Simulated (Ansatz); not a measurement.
Energy profile

The step: SiNH₅ ([NH2][SiH3]) + H₂O + NH₃ → SiH₄O ([OH][SiH3]) + NH₃ + NH₃; bonds formed: Si1–O7, N2–H8, H6–N9; bonds broken: Si1–N2, H6–O7, H8–N9 (atoms numbered as in the saddle structure below).

Si1  (0.863, 0.946, 0.272)
N2  (1.129, -0.757, 0.744)
H3  (1.792, 0.785, -0.964)
H4  (-0.307, 1.028, 1.288)
H5  (1.626, 2.103, 0.863)
H6  (-1.166, 0.166, -0.748)
O7  (-0.474, 1.206, -0.958)
H8  (-0.668, -1.243, 0.112)
N9  (-1.563, -0.917, -0.315)
H10  (1.972, -1.196, 0.396)
H11  (1.017, -0.954, 1.732)
H12  (-0.061, 1.195, -1.831)
H13  (-1.904, -1.578, -1.003)
H14  (-2.255, -0.783, 0.413)
(Å)

Electronic energies by CCSD(T) at an estimated basis limit (MP2 extrapolated from triple and quadruple zeta, plus CCSD(T) − MP2 in triple zeta), on PBE0-D4/def2-TZVP structures; SiN2H10O, singlet; no counterpoise correction. Program: Ansatz 0.2.0. Basis: def2-TZVPP and def2-QZVPP. Cores are frozen in the correlated methods. Extrapolation: Hartree–Fock as exp(−7.88 √X), correlation as X^−2.97.

(1) Give the profile in kJ/mol, counted from the separated reactants. (An estimate is asked for; the value comes from the calculation.)

T1 diagnostic: at most 0.011.

Results:

(1) Computed:
```csv
point,kJ/mol
"separated: SiNH5 (linked as [NH2][SiH3]; Si1, N2, H3, H4, H5, H10, H11; singlet) + H2O (H6, O7, H12; singlet) + NH3 (H8, N9, H13, H14; singlet)",0.0
start structure,-40.8
saddle,45.4
end structure,-76.6
"separated: SiH4O (linked as [OH][SiH3]; Si1, H3, H4, H5, O7, H12; singlet) + NH3 (N2, H8, H10, H11; singlet) + NH3 (H6, N9, H13, H14; singlet)",-40.9
```

The step is the kind of ligand exchange by which a precursor binds to a hydroxyl group, or is hydrolysed, in atomic layer deposition of oxides.

For scale, one of the runs: CCSD(T)/def2-TZVPP, 275 basis functions, launched by `ansatz run in.yaml --threads 8 --pin off --events-out ev --progress --plain --max-ram 19148MiB`. Time: 2.2 min of wall clock on 8 CPU threads of an Arm Neoverse V1; the host was shared. Peak host memory: 7.6 GiB.
